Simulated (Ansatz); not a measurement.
A set of 12 reactions (atomization), with CCSD(T)/CBS values in kJ/mol:

```tsv
reaction	ΔE
`O[SiH](O)F` → F• + 3 H• + 2 O• + Si•	2835.7
`[SiH3]N([SiH3])[Si](Cl)(Cl)N([SiH3])[SiH3]` → 2 Cl• + 12 H• + 2 N• + 5 Si•	6925.9
`CBB([SiH3])Cl` → 2 B• + C• + Cl• + 7 H• + Si•	4086.9
`[F][Ge@H]1[NH][C@@H]1S` → C• + F• + Ge• + 4 H• + N• + S•	2949.1
`[F][Ge]([F])[Cl]`• → Cl• + 2 F• + Ge•	1254.9
`FB(F)[SiH3]` → B• + 2 F• + 3 H• + Si•	2569.5
`[AlH]` → Al• + H•	308.7
`O[SiH2]C[SiH2]`• → C• + 7 H• + O• + 2 Si•	3697.6
`B[CH]([GeH3])C=N` → B• + 2 C• + Ge• + 8 H• + N•	4580.2
`FC/C=C/[SiH3]` → 3 C• + F• + 7 H• + Si•	4507.2
`C[O][GeH]([F])[SeH]` → C• + F• + Ge• + 5 H• + O• + Se•	3411.5
`N=[CH][GeH2][CH2]Cl` → 2 C• + Cl• + Ge• + 6 H• + N•	3744.8
```

Isolated molecules relaxed with PBE0-D4/def2-TZVP in Ansatz; ΔE leaves out vibrations. CCSD(T)/CBS is the MP2 limit (def2-TZVPP, def2-QZVPP) plus CCSD(T) − MP2 in def2-TZVPP, frozen cores. Small cases extrapolate CCSD(T) itself. DFT in def2-TZVPP. B3LYP here is the variant with VWN-RPA as its local correlation; programs differ in this. Open shells (•) are unrestricted, without spin–orbit coupling. Spin–orbit coupling would lower the free atoms: a little for Al, B, C, Cl, F, O, S, Si; clearly for Ge, Se. For Ge, Se outer-core shells are correlated without core-valence functions, so the limit isn't a true one: a few kJ/mol of doubt a bond, and 10 to 20 or more in all where bonds break to atoms. Scalar relativity is left out up to krypton. Each species was taken in one conformer, which may not be the lowest.

(1) Give the mean, mean absolute and largest difference (level minus CCSD(T)/CBS, kJ/mol) for: PBE-D4, r2SCAN-D4, ωB97X-V, ωB97M-V, PBE, r2SCAN, B3LYP, HF/def2-TZVPP, SCS-MP2/def2-TZVPP, CCSD/def2-TZVPP, HF/def2-QZVPP, SCS-MP2/def2-QZVPP, HF/CBS(def2), CCSD/CBS(def2). (Estimate.)

The largest T1 diagnostic in the set is 0.018, for Al• (customary mark 0.045).

CCSD(T)/CBS is a level of theory with its own doubt, and the functionals carry their triple-zeta basis error, so these figures describe this set and don't rank the functionals.

## Answers

(1) Computed: 
| level | mean | mean absolute | largest |
| --- | --- | --- | --- |
| PBE-D4 | 37.7 | 53.2 | 92.6 |
| r2SCAN-D4 | 4.0 | 19.7 | 58.1 |
| ωB97X-V | 13.5 | 18.8 | 52.6 |
| ωB97M-V | 2.7 | 13.2 | 36.9 |
| PBE | 13.3 | 50.6 | -160.4 |
| r2SCAN | -2.1 | 20.9 | -64.2 |
| B3LYP | -50.4 | 50.4 | -180.4 |
| HF/def2-TZVPP | -930.5 | 930.5 | -1819.2 |
| SCS-MP2/def2-TZVPP | -50.7 | 50.7 | -124.5 |
| CCSD/def2-TZVPP | -141.1 | 141.1 | -306.6 |
| HF/def2-QZVPP | -924.5 | 924.5 | -1800.2 |
| SCS-MP2/def2-QZVPP | 10.1 | 10.6 | 25.9 |
| HF/CBS(def2) | -923.6 | 923.6 | -1797.4 |
| CCSD/CBS(def2) | -51.5 | 51.5 | -90.4 |
